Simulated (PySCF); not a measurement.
CH₇AlO₂Si, SMILES C[O][AlH][O][SiH3].

Geometry optimised at PBE0-D3(BJ)/def2-SVP. The structure was generated by enumeration; whether it is a known compound was not checked. One conformer was computed; it need not be the lowest.

Level of theory: TDA-M06-2X/def2-SVPD (PySCF).

Vertical excitations. The molecule is in vacuum.

| state | energy (eV) | λ (nm) | f | main pairs |
|---|---|---|---|---|
| S1 | 7.06 | 176 | 0.002 | HOMO→LUMO 61 %, HOMO−1→LUMO+1 18 % |
| S2 | 7.09 | 175 | 0.000 | HOMO−1→LUMO+1 69 %, HOMO→LUMO 16 % |
| S3 | 7.11 | 174 | 0.001 | HOMO−1→LUMO 70 %, HOMO→LUMO+1 11 % |
| S4 | 7.44 | 167 | 0.035 | HOMO−2→LUMO 42 %, HOMO→LUMO+1 30 %, HOMO−2→LUMO+2 7 % |
| S5 | 7.45 | 166 | 0.009 | HOMO−3→LUMO 50 %, HOMO−2→LUMO+1 17 %, HOMO−3→LUMO+2 9 % |
| S6 | 7.59 | 163 | 0.104 | HOMO→LUMO+1 51 %, HOMO−2→LUMO 26 %, HOMO−1→LUMO 9 % |
| S7 | 7.74 | 160 | 0.039 | HOMO−2→LUMO+1 58 %, HOMO−3→LUMO 16 % |
| S8 | 8.25 | 150 | 0.087 | HOMO−3→LUMO+1 84 % |
| S9 | 8.27 | 150 | 0.016 | HOMO−4→LUMO+1 63 % |
| S10 | 8.44 | 147 | 0.036 | HOMO−1→LUMO+2 37 %, HOMO−2→LUMO+2 14 %, HOMO−2→LUMO+4 13 %, HOMO−2→LUMO 9 % |
| T1 | 6.63 | 187 | 0 | HOMO→LUMO+1 85 % |
| T2 | 6.81 | 182 | 0 | HOMO→LUMO 63 % |
| T3 | 6.86 | 181 | 0 | HOMO−4→LUMO+1 56 %, HOMO−1→LUMO+1 20 %, HOMO−2→LUMO+1 18 % |
| T4 | 6.87 | 181 | 0 | HOMO−1→LUMO 62 %, HOMO−1→LUMO+2 10 % |
Triplets are in the Tamm–Dancoff approximation.
